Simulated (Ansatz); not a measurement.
A search over several starts for the lowest SCF solution of the cluster Be₂F₅⁻ at the given spin, in a small basis.

```yaml
crystal:
  periodic: [false, false, false]
  atoms:
    - {symbol: Be, position_ang: [0.010794, -1.043688, -1.094987]}
    - {symbol: Be, position_ang: [0.018199, 1.077195, 1.063006]}
    - {symbol: F, position_ang: [-0.415934, -0.851806, -2.485965]}
    - {symbol: F, position_ang: [0.291466, -2.290098, -0.376291]}
    - {symbol: F, position_ang: [0.249151, 0.286220, -0.281102]}
    - {symbol: F, position_ang: [-1.293763, 0.897748, 1.691405]}
    - {symbol: F, position_ang: [1.140077, 1.924429, 1.483924]}
basis:
  gaussian: {orbitals: def2-SVP, initial_orbitals: start.molden}
total_charge: -1
hamiltonian: {xc: pbe0, dispersion: d4}
output: {orbitals: {seedname: orbitals}}
```

The file start.molden holds the orbitals of an earlier run on this structure, at another level or in another basis.

```sh
$ ansatz run in.yaml --threads 4 --pin off --events-out ev --progress --plain --max-ram 3916MiB
```

Shortened log:

```
Functional definition: PBE0
886 factors; integrals over basis functions are off by at most 2.7e-4 eV
mean field evaluation 1: about -14317.2062 eV, gradient 1.6e2 eV
mean field evaluation 2: about -14353.3680 eV, gradient 5.0e1 eV
mean field evaluation 4: about -14374.4257 eV, gradient 4.3e0 eV
mean field evaluation 8: about -14374.7936 eV, gradient 4.9e-3 eV
mean field evaluation 16: about -14374.7884 eV, gradient 1.7e0 eV
mean field -14374.79355906 eV, -528.2639197104 hartree, gradient 3.1e-5 eV, S^2 0.000000; 1 other end points of the search recorded, 0 dependent functions left out
reference -14374.79360209 eV, -528.2639212919 hartree; 27, 27 occupied and 61, 61 virtual orbitals, 886 factors
Total energy: -14374.87828830 eV, -528.2670334526 hartree
```

Hardware: 4 threads of Arm Neoverse V2 on a shared host. Wall time 1 s.

The structure comes from a short search, and lower isomers may exist.
